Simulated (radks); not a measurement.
Question: Neutral nitrogen, [He] 2s2 2p3. All-electron calculation, non-relativistic Kohn-Sham, LDA (Slater exchange, Perdew-Wang correlation), spin-polarised, spherical densities, point nucleus. Program: a radial shooting solver on a logarithmic mesh with Libxc functionals. Every spin shell is full or empty, so the densities are truly spherical. Functionals are evaluated on that one density, not self-consistently. Rank these exchange functionals by their error against the exact value of the orbitals, and give that value: LDA, B88, PBEsol, PW91, OPTX, AM05, G96, APBE, revTPSS, SCAN, MS2, TASK, MVS.

Answer: Exact: -6.54345 hartree. From best to worst, with 100 (|E| - |E exact|)/|E exact| (equal figures are ties): B88 +0.06, G96 +0.07, OPTX +0.07, MVS -0.11, revTPSS +0.11, SCAN +0.17, PW91 -0.23, MS2 +0.51, APBE +0.79, TASK -2.50, PBEsol -4.33, AM05 -8.59, LDA -10.49.
